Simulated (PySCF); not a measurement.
Compound: C4H11As.
SMILES with atom numbers: `[CH3:1][CH2:2][CH2:3][CH2:4][AsH2:5]` (hydrogens: H6, H7, H8 on C1; H9, H10 on C2; H11, H12 on C3; H13, H14 on C4; H15, H16 on As5)

The calculation used PySCF 2.14.0, density-fitted response routines, TDDFT CAM-B3LYP/def2-SVPD, vertical, gas phase, core orbitals frozen in the response. Isolated species at its PBE0-D3(BJ)/def2-SVP geometry (one conformer only). The CAM-B3LYP/def2-SVPD calculation is non-relativistic and has no spin–orbit coupling, an omission that weighs most on arsenic. Torsions of this conformer, `[CH3:1][CH2:2][CH2:3][CH2:4][AsH2:5]`: C1–C2–C3–C4 180°, C2–C3–C4–As5 180°, H–As5–C4–C3 -46°, H–As5–C4–C3 46°.

Computed states:

```json
{"state": "S1", "E (eV)": "6.29", "f": "0.060"}
{"state": "S2", "E (eV)": "6.89", "f": "0.066"}
{"state": "S3", "E (eV)": "6.95", "f": "0.184"}
{"state": "S4", "E (eV)": "7.80", "f": "0.0059"}
{"state": "S5", "E (eV)": "8.07", "f": "0.0090"}
{"state": "S6", "E (eV)": "8.20", "f": "0.053"}
```

Each state is given a Gaussian of 0.4 eV full width at half maximum, with ε(max) = 2.175×10⁸ f / Δν̃ (Δν̃ the width in cm⁻¹). The width is an assumption, not a result. The curve ends short of the highest state used, and states not computed would add to its high-energy end.

Task: Give the broadened spectrum and its maxima.

Result: 
(E (eV), ε (L mol⁻¹ cm⁻¹)): (5.69, 8), (5.77, 37), (5.86, 162), (5.94, 479), (6.02, 1133), (6.11, 2288), (6.19, 3377), (6.27, 4000), (6.35, 3832), (6.44, 3003), (6.52, 2554), (6.60, 3341), (6.69, 6428), (6.77, 10744), (6.85, 14865), (6.94, 16619), (7.02, 14583), (7.10, 10297), (7.18, 5848), (7.27, 2386), (7.35, 863), (7.43, 281), (7.52, 152), (7.60, 227)

Maxima: 197 nm (6.29 eV), ε about 4000, made up of S1 (100%); 179 nm (6.93 eV), ε about 17000, made up of S2 (26%) and S3 (74%) (ε in L mol⁻¹ cm⁻¹; maxima over ε = 5, shares over 10%). At its high-energy end, 7.60 eV, the curve is still rising (ε about 230, from S4).

Task: Coming from long wavelengths, where does ε first pass 100 L mol⁻¹ cm⁻¹?

Result: At about 213 nm (5.83 eV), 0.46 eV below S1.

Task: On this curve, what absorbance would a 10⁻³ mol/L sample give at 193 nm over a 1 cm path?

Result: 193 nm is 6.424 eV, where ε is about 3200 L mol⁻¹ cm⁻¹, so A = ε c l ≈ 3.2 (Beer–Lambert, with the gas-phase spectrum and the assumed width).

Task: What would ε be at 6.93 eV, the highest of these maxima, with half the width (0.2 eV)?

Result: About 32200 L mol⁻¹ cm⁻¹ against 16600, a factor of about 1.9; a lone state at its own centre would give exactly 2.

Hardware: an Arm Neoverse N1 with one thread, no GPU, on a shared host. Cost: 80 s of wall time, 1.1 GiB resident at most.

Without π bonds the low states are Rydberg-like; a valence basis with one diffuse set may place them up to an eV too high.
